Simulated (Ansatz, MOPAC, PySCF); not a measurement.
Molecule: C4H2BrSe (charge 0, doublet). SMILES: c1[c]c([se]c1)Br
Coordinates optimised at B3LYP-D3(BJ)/def2-TZVP (Ansatz, an electronic-structure program):
```
C
C 1 1.3608
H 2 1.0786 1 127.43
H 1 1.0802 2 123.76 3 0.00
C 1 1.4140 4 124.12 2 -180.00
C 5 1.3312 1 120.50 4 180.00
Br 6 1.8754 5 129.48 1 180.00
Se 2 1.8777 3 120.23 1 -180.00
```
Charge 0, spin multiplicity 2.

Unscaled harmonic wavenumbers (cm⁻¹) in rising order, each level at the stationary point that it reaches from this structure (no distance between atoms moves by over 0.3 Å); the order of modes can differ between levels, and a negative number is imaginary. B3LYP-D3(BJ)/def2-TZVP (PySCF, at the structure above): 159, 162, 305, 409, 488, 524, 616, 669, 774, 874, 883, 1082, 1124, 1328, 1458, 1547, 3206, 3236.

AM1 (MOPAC): 149, 156, 318, 374, 499, 519, 569, 724, 780, 860, 911, 1076, 1176, 1424, 1526, 1715, 3226, 3271. Zero-point energy 27.5 against 26.9 kcal/mol; where all levels lie over 400 cm⁻¹, the wavenumbers are on average 1.023 times those of B3LYP-D3(BJ)/def2-TZVP.

PM3 (MOPAC): 110, 134, 282, 335, 480, 491, 567, 728, 752, 854, 914, 1033, 1096, 1392, 1510, 1705, 3102, 3173. Zero-point energy 26.7 against 26.9 kcal/mol; where all levels lie over 400 cm⁻¹, the wavenumbers are on average 0.998 times those of B3LYP-D3(BJ)/def2-TZVP.

PM6 (MOPAC): 156, 158, 301, 374, 499, 502, 587, 765, 818, 826, 924, 1082, 1152, 1347, 1533, 2746, 2769, 3156. Zero-point energy 28.2 against 26.9 kcal/mol; where all levels lie over 400 cm⁻¹, the wavenumbers are on average 1.059 times those of B3LYP-D3(BJ)/def2-TZVP.

B3LYP/6-31G* with LANL2DZ past Ar (Ansatz): 154, 156, 291, 390, 465, 516, 577, 668, 746, 841, 880, 1088, 1128, 1331, 1496, 1579, 3226, 3264. Zero-point energy 26.9 against 26.9 kcal/mol; where all levels lie over 400 cm⁻¹, the wavenumbers are on average 0.991 times those of B3LYP-D3(BJ)/def2-TZVP.
